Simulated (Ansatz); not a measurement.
Process, species as SMILES: O=[Se]=O [selenium dioxide] -> O=[Se]=O as triplet, charge 0 (to the triplet)

Wanted: adiabatic triplet-singlet gap, E(triplet) - E(singlet) (0 K, with zero-point energies), in eV. Terms: open shells spin-unrestricted; valence correlation only (noble-gas shells and the d and f shells of earlier blocks); no dispersion term unless named; non-relativistic; 6-31G* and kin with 6d, 5d where marked; spin-orbit terms left out. First-principles rows: single points at B3LYP-D3(BJ) geometries (Ansatz, a quantum-chemistry and plane-wave program), with unscaled harmonic terms from B3LYP/6-31G* (LANL2DZ past Ar) (Ansatz) at its own minima. The Hartree-Fock reference of O=[Se]=O, O=[Se]=O as triplet, charge 0 is unstable towards a lower, spin-broken solution. Levels can end on unlike triplets.

```tsv
species	coefficient	E at MP2/6-31G* (Ansatz), Eh	E at wB97M-V/def2-TZVPD (Ansatz), Eh	zero-point energy, kcal/mol
O=[Se]=O	-1	-2549.66630	-2551.83248	2.99
O=[Se]=O as triplet, charge 0	+1	-2549.53933	-2551.75367	1.98
```

 1 Eh = 27.2114 eV and 1 eV = 23.0605 kcal/mol.

### Question
Work the quantity out at each level.

### Answer

- MP2/6-31G*: the sum of coefficient times E is 0.12697 Eh, or 3.455 eV; the thermal terms add -0.044. Result: 3.41 eV.
- wB97M-V/def2-TZVPD: the sum of coefficient times E is 0.07881 Eh, or 2.145 eV; the thermal terms add -0.044. Result: 2.10 eV.
